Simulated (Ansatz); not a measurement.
Steps of a relaxation of C2H8ClNSi, SMILES `CN[SiH2]CCl` with RKS PBE-D4/def2-SVP.

```sh
$ ansatz run in.yaml --threads 4 --pin off --events-out ev --progress --plain --max-ram 10444MiB
```

```yaml
crystal:
  periodic: [false, false, false]
  atoms:
    - {symbol: C, position_ang: [-1.120200, 0.986100, 1.105700]}
    - {symbol: N, position_ang: [0.086000, 1.124200, 0.371100]}
    - {symbol: Si, position_ang: [1.081400, -0.192100, 0.005800]}
    - {symbol: C, position_ang: [0.410100, -1.445700, -1.080600]}
    - {symbol: Cl, position_ang: [-0.188200, -0.708300, -2.619900]}
    - {symbol: H, position_ang: [-1.585800, 2.048500, 1.239100]}
    - {symbol: H, position_ang: [-1.002600, 0.589000, 2.089500]}
    - {symbol: H, position_ang: [-1.866800, 0.455000, 0.534500]}
    - {symbol: H, position_ang: [-0.062900, 1.661700, -0.449700]}
    - {symbol: H, position_ang: [2.334200, 0.380200, -0.575000]}
    - {symbol: H, position_ang: [1.475700, -0.801400, 1.339300]}
    - {symbol: H, position_ang: [-0.526700, -1.900600, -0.598000]}
    - {symbol: H, position_ang: [0.986100, -2.231300, -1.347000]}
basis:
  gaussian: {orbitals: def2-SVP}
hamiltonian: {xc: pbe, dispersion: d4}
relax: {f_tol: 0.03, max_steps: 200}
```

Positions (Å) and forces (eV/Å) along the path, 8 of 8 steps:

```xyz
13
step=1 energy=-24071.3491 eV
C    -1.120    0.986    1.106   -1.386    2.973   -0.561
N     0.086    1.124    0.371    0.474    0.147    0.687
Si    1.081   -0.192    0.006    2.561    0.595    1.686
C     0.410   -1.446   -1.081   -4.577    0.796    0.209
Cl   -0.188   -0.708   -2.620   -0.001    0.260   -0.220
H    -1.586    2.049    1.239    0.489   -1.280    0.103
H    -1.003    0.589    2.090    0.301   -0.746    1.227
H    -1.867    0.455    0.534   -1.071   -0.888   -0.209
H    -0.063    1.662   -0.450   -0.197    1.135   -1.197
H     2.334    0.380   -0.575    0.111    0.012   -0.266
H     1.476   -0.801    1.339   -0.156   -0.210   -0.164
H    -0.527   -1.901   -0.598    0.840    0.352   -0.327
H     0.986   -2.231   -1.347    2.612   -3.145   -0.969
13
step=2 energy=-24071.9324 eV
C    -1.159    1.024    1.089   -0.515    1.065   -0.011
N     0.077    1.148    0.350   -0.105    0.331    0.015
Si    1.125   -0.174    0.020    1.105    0.199    0.834
C     0.395   -1.473   -1.066   -1.521   -0.350   -0.323
Cl   -0.169   -0.685   -2.602   -0.048    0.048   -0.069
H    -1.603    2.045    1.300    0.305   -0.522   -0.089
H    -0.995    0.568    2.075    0.106   -0.294    0.252
H    -1.951    0.466    0.554   -0.243   -0.286   -0.030
H    -0.034    1.743   -0.471   -0.019    0.282   -0.149
H     2.361    0.382   -0.637   -0.048   -0.034   -0.001
H     1.456   -0.858    1.332    0.005    0.070   -0.083
H    -0.511   -1.923   -0.578    0.273    0.159   -0.179
H     1.030   -2.299   -1.351    0.706   -0.668   -0.169
13
step=3 energy=-24072.0338 eV
C    -1.182    1.052    1.081    0.052   -0.125    0.129
N     0.067    1.169    0.343   -0.057    0.218   -0.247
Si    1.136   -0.169    0.040    0.114    0.050    0.116
C     0.374   -1.508   -1.078   -0.093   -0.104   -0.162
Cl   -0.199   -0.716   -2.613    0.033   -0.031    0.086
H    -1.583    2.053    1.344    0.010    0.007    0.012
H    -0.996    0.519    2.043   -0.048    0.047   -0.093
H    -1.996    0.496    0.552    0.036    0.033   -0.020
H    -0.003    1.818   -0.454    0.000   -0.104    0.196
H     2.362    0.377   -0.637   -0.033   -0.023   -0.004
H     1.480   -0.829    1.355   -0.020    0.019   -0.033
H    -0.512   -1.975   -0.603   -0.029   -0.014    0.005
H     1.071   -2.322   -1.359    0.036    0.027    0.014
13
step=4 energy=-24072.0398 eV
C    -1.182    1.055    1.080    0.004   -0.075    0.025
N     0.067    1.180    0.344    0.020    0.043   -0.129
Si    1.133   -0.163    0.037   -0.031   -0.022    0.035
C     0.372   -1.523   -1.075    0.020    0.013   -0.054
Cl   -0.208   -0.736   -2.607    0.012   -0.031    0.042
H    -1.567    2.054    1.377   -0.003    0.004    0.015
H    -1.010    0.487    2.021   -0.011    0.022   -0.055
H    -2.003    0.533    0.526    0.033    0.038    0.010
H     0.006    1.846   -0.435   -0.011   -0.038    0.091
H     2.353    0.376   -0.653   -0.013   -0.009   -0.005
H     1.475   -0.818    1.352    0.007    0.011    0.005
H    -0.506   -2.005   -0.599    0.000   -0.005   -0.001
H     1.091   -2.322   -1.354   -0.025    0.050    0.022
13
step=5 energy=-24072.0404 eV
C    -1.181    1.052    1.069    0.031    0.032   -0.084
N     0.061    1.179    0.322   -0.010   -0.054    0.122
Si    1.129   -0.168    0.046    0.004    0.158   -0.132
C     0.372   -1.526   -1.068    0.018   -0.031    0.079
Cl   -0.226   -0.739   -2.586    0.004   -0.025    0.000
H    -1.537    2.041    1.418   -0.027    0.088    0.046
H    -1.023    0.435    1.976    0.036   -0.049    0.033
H    -2.017    0.586    0.496   -0.055   -0.035   -0.035
H     0.008    1.872   -0.430    0.035   -0.059    0.013
H     2.337    0.369   -0.664    0.035   -0.014    0.011
H     1.488   -0.802    1.367   -0.033    0.003   -0.007
H    -0.494   -2.022   -0.584   -0.018   -0.020   -0.023
H     1.104   -2.312   -1.347   -0.018    0.005   -0.022
13
step=6 energy=-24072.0444 eV
C    -1.190    1.055    1.055    0.034   -0.090    0.036
N     0.068    1.197    0.336   -0.064   -0.010   -0.016
Si    1.132   -0.145    0.030   -0.030   -0.026   -0.001
C     0.372   -1.535   -1.046   -0.009    0.026    0.007
Cl   -0.239   -0.799   -2.586   -0.005    0.008   -0.004
H    -1.507    2.013    1.520    0.023    0.027   -0.009
H    -1.056    0.329    1.885   -0.039    0.010    0.014
H    -2.042    0.687    0.432    0.032    0.006   -0.010
H     0.027    1.903   -0.402    0.026    0.046   -0.047
H     2.336    0.379   -0.694    0.012    0.032   -0.004
H     1.503   -0.770    1.351    0.007   -0.027    0.009
H    -0.490   -2.027   -0.552    0.010   -0.003    0.009
H     1.107   -2.321   -1.314    0.002    0.001    0.016
13
step=7 energy=-24072.0457 eV
C    -1.192    1.052    1.053    0.007    0.019   -0.013
N     0.065    1.190    0.334   -0.003    0.019   -0.025
Si    1.133   -0.148    0.029    0.006    0.000    0.016
C     0.372   -1.535   -1.046    0.001    0.007   -0.001
Cl   -0.254   -0.798   -2.579   -0.006    0.001   -0.008
H    -1.506    2.018    1.506    0.003   -0.008   -0.002
H    -1.067    0.334    1.891   -0.003   -0.002    0.005
H    -2.041    0.683    0.428    0.004   -0.002   -0.001
H     0.042    1.912   -0.392   -0.004   -0.030    0.031
H     2.335    0.390   -0.694   -0.011    0.000    0.009
H     1.507   -0.782    1.347    0.002    0.001   -0.017
H    -0.482   -2.034   -0.544    0.001    0.000    0.006
H     1.110   -2.317   -1.318    0.003   -0.005    0.002
13
step=8 energy=-24072.0459 eV
C    -1.192    1.051    1.050    0.001   -0.004   -0.001
N     0.068    1.190    0.339   -0.001    0.003    0.003
Si    1.135   -0.147    0.030   -0.008    0.001   -0.015
C     0.371   -1.533   -1.044   -0.001    0.002    0.000
Cl   -0.265   -0.801   -2.576    0.003   -0.004    0.010
H    -1.510    2.016    1.500    0.000    0.003    0.001
H    -1.074    0.334    1.889   -0.002    0.000    0.001
H    -2.037    0.682    0.419   -0.001   -0.001   -0.002
H     0.049    1.913   -0.384    0.001    0.002    0.001
H     2.332    0.397   -0.695    0.007    0.000    0.004
H     1.514   -0.790    1.341    0.007    0.002    0.005
H    -0.480   -2.030   -0.536   -0.004   -0.004   -0.002
H     1.108   -2.316   -1.317   -0.002    0.000   -0.005
```

Hardware: 4 threads of an Arm Neoverse V1 on a shared host. Wall time 13 s, peak host memory 0.17 GiB.
